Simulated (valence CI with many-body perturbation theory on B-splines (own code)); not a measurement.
Energy levels of Cd⁴³⁺

Method: valence CI with perturbative core correlation (CI+MBPT): three valence electrons over a frozen Dirac-Fock core [He], radial functions for each j: 11 s, 11 p, 10 d, 8 f, 5 g, 2 h, with the one-electron correlation potential Σ1 (screened to all orders), the two-electron term Σ2, the three-electron term Σ3, Breit, model QED; selected single and double excitations, second order for the rest, scaled by the run's own slope (own B-spline code, finite nucleus).

The last digits are not significant, and no measured levels were compared; by estimate large intervals hold to a few tenths of a per cent, small ones and those within an open d or f shell to about a per cent.

Levels 46 to 90 of 196, with energies above the lowest level, (2s^2 2p1/2) J=1/2. "Leading %" is the weight of the configuration and term that name the level; weights of strongly mixed levels are sums over their largest components and can fall short, so below about 35 % the name and the second component can differ from the true leading terms, or belong to a minority configuration. In the jj column 3d3/2^4 stands for four electrons in 3d with j = 3/2. Lifetimes count E1, E2, E3, M1 and M2 decay at the calculated energies, and are blank where another channel may lead or the interval is too uncertain; long ones can be off by a factor of two.

```csv
No.,Configuration,Term,J,E (× 10³ cm⁻¹),Leading %,g,Second component,Lifetime,Leading jj
46,2s.2p.3s,2P°,3/2,35129,80,1.369,12 % 2s.2p.3s 4P°,33.0 fs,2s 2p3/2 3s (91 %)
47,2p2.3p,2P°,3/2,35211,29,1.335,22 % 2p2.3p 4D°,14.5 fs,2p1/2^2 3p3/2 (89 %)
48,2p2.3d,2D,3/2,35429,36,0.785,35 % 2p2.3d 4F,21.1 fs,2p1/2^2 3d3/2 (94 %)
49,2s.2p.3p,4D,7/2,35462,100,1.418,,4.01 ps,2s 2p3/2 3p3/2 (100 %)
50,2s.2p.3p,2P,3/2,35484,52,1.375,21 % 2s.2p.3p 4S,9.98 fs,2s 2p3/2 3p3/2 (75 %)
51,2s.2p.3p,2P,1/2,35500,59,1.140,19 % 2s.2p.3p 2S,23.3 fs,2s 2p3/2 3p1/2 (94 %)
52,2s.2p.3p,2D,3/2,35523,54,1.086,16 % 2s.2p.3p 2P,212 fs,2s 2p3/2 3p1/2 (75 %)
53,2s.2p.3p,2D,5/2,35590,45,1.381,45 % 2s.2p.3p 4P,14.1 fs,2s 2p3/2 3p3/2 (94 %)
54,2s.2p.3p,2S,1/2,35601,55,1.508,27 % 2s.2p.3p 2P,8.19 fs,2s 2p3/2 3p3/2 (89 %)
55,2p2.3d,2D,5/2,35640,29,1.199,20 % 2p2.3d 4D,4.51 fs,2p1/2^2 3d5/2 (96 %)
56,2s.2p.3d,4D°,5/2,35816,47,1.245,21 % 2s.2p.3d 4F°,3.45 fs,2s 2p3/2 3d3/2 (97 %)
57,2s.2p.3d,4P°,3/2,35837,44,1.368,40 % 2s.2p.3d 4D°,3.01 fs,2s 2p3/2 3d3/2 (96 %)
58,2s.2p.3d,4F°,7/2,35842,46,1.288,39 % 2s.2p.3d 4D°,4.20 fs,2s 2p3/2 3d3/2 (75 %)
59,2s.2p.3d,4P°,1/2,35848,83,2.274,12 % 2s.2p.3d 4D°,3.33 fs,2s 2p3/2 3d3/2 (95 %)
60,2s.2p.3d,4F°,9/2,35873,100,1.324,,164 ps,2s 2p3/2 3d5/2 (100 %)
61,2p2.3s,4P,3/2,35873,79,1.623,10 % 2p2.3s 2P,46.4 fs,2p1/2 2p3/2 3s (89 %)
62,2s.2p.3p,2D,5/2,35912,49,1.291,21 % 2p2.3s 2D,49.0 fs,2s 2p3/2 3p3/2 (66 %)
63,2p2.3s,2P,1/2,35970,57,1.321,28 % 2p2.3s 4P,18.6 fs,2p1/2 2p3/2 3s (86 %)
64,2p2.3s,2D,3/2,35984,33,1.146,26 % 2s.2p.3p 2P,28.0 fs,2p1/2 2p3/2 3s (57 %)
65,2s.2p.3d,2D°,5/2,35999,45,1.304,32 % 2s.2p.3d 4P°,4.66 fs,2s 2p3/2 3d5/2 (99 %)
66,2s.2p.3d,2D°,3/2,36034,43,1.139,25 % 2s.2p.3d 4P°,5.27 fs,2s 2p3/2 3d5/2 (88 %)
67,2p2.3s,2D,5/2,36064,36,1.306,29 % 2s.2p.3p 2D,26.5 fs,2p1/2 2p3/2 3s (62 %)
68,2s.2p.3p,2S,1/2,36078,63,1.706,21 % 2s.2p.3p 2P,227 fs,2s 2p3/2 3p3/2 (94 %)
69,2s.2p.3d,2F°,7/2,36080,74,1.206,25 % 2s.2p.3d 4D°,2.66 fs,2s 2p3/2 3d5/2 (75 %)
70,2s.2p.3p,2P,3/2,36115,32,1.114,29 % 2p2.3s 2D,19.5 fs,2s 2p3/2 3p3/2 (50 %)
71,2s.2p.3d,2P°,1/2,36155,65,0.858,10 % 2s.2p.3d 4D°,3.67 fs,2s 2p3/2 3d5/2 (83 %)
72,2p2.3p,4P°,1/2,36184,39,1.556,23 % 2p2.3p 4D°,13.1 fs,2p1/2 2p3/2 3p1/2 (82 %)
73,2p2.3p,4D°,3/2,36215,51,1.145,22 % 2p2.3p 2D°,11.5 fs,2p1/2 2p3/2 3p1/2 (93 %)
74,2s.2p.3d,2F°,5/2,36251,29,1.013,28 % 2p2.3p 2F°,3.73 fs,2p1/2 2p3/2 3p1/2 (56 %)
75,2s.2p.3d,2D°,3/2,36334,67,0.913,20 % 2s.2p.3d 2P°,3.45 fs,2s 2p3/2 3d3/2 (84 %)
76,2s.2p.3d,2F°,5/2,36359,39,1.014,16 % 2p2.3p 2F°,13.2 fs,2s 2p3/2 3d3/2 (55 %)
77,2s.2p.3d,2P°,1/2,36369,87,0.621,11 % 2s.2p.3d 4D°,4.04 fs,2s 2p3/2 3d3/2 (95 %)
78,2s.2p.3d,2F°,7/2,36395,80,1.171,10 % 2s.2p.3d 4D°,9.64 fs,2s 2p3/2 3d5/2 (96 %)
79,2s.2p.3d,2D°,5/2,36480,66,1.138,24 % 2s.2p.3d 2F°,2.64 fs,2s 2p3/2 3d5/2 (95 %)
80,2p2.3p,2P°,3/2,36483,39,1.352,26 % 2p2.3p 2D°,10.6 fs,2p1/2 2p3/2 3p1/2 (97 %)
81,2s.2p.3d,2P°,3/2,36501,81,1.295,7 % 2s.2p.3d 4D°,3.82 fs,2s 2p3/2 3d5/2 (95 %)
82,2p2.3p,4D°,5/2,36694,52,1.417,34 % 2p2.3p 4P°,13.3 fs,2p1/2 2p3/2 3p3/2 (99 %)
83,2p2.3p,4P°,1/2,36724,35,1.660,32 % 2p2.3p 2P°,12.7 fs,2p1/2 2p3/2 3p3/2 (98 %)
84,2p2.3p,2D°,3/2,36764,51,1.185,27 % 2p2.3p 4P°,12.2 fs,2p1/2 2p3/2 3p3/2 (98 %)
85,2p2.3p,2F°,7/2,36812,58,1.245,40 % 2p2.3p 4D°,15.3 fs,2p1/2 2p3/2 3p3/2 (97 %)
86,2p2.3p,2P°,3/2,36879,41,1.389,27 % 2p2.3p 4S°,12.1 fs,2p1/2 2p3/2 3p3/2 (99 %)
87,2p2.3p,2D°,5/2,36941,57,1.183,20 % 2p2.3p 2F°,12.5 fs,2p1/2 2p3/2 3p3/2 (97 %)
88,2p2.3d,4F,3/2,36981,43,0.931,30 % 2p2.3d 2P,13.7 fs,2p1/2 2p3/2 3d3/2 (98 %)
89,2p2.3d,4F,5/2,36991,54,0.969,40 % 2p2.3d 2F,36.9 fs,2p1/2 2p3/2 3d3/2 (97 %)
90,2p2.3d,4D,1/2,37006,80,0.222,14 % 2p2.3d 2P,26.2 fs,2p1/2 2p3/2 3d3/2 (100 %)
```
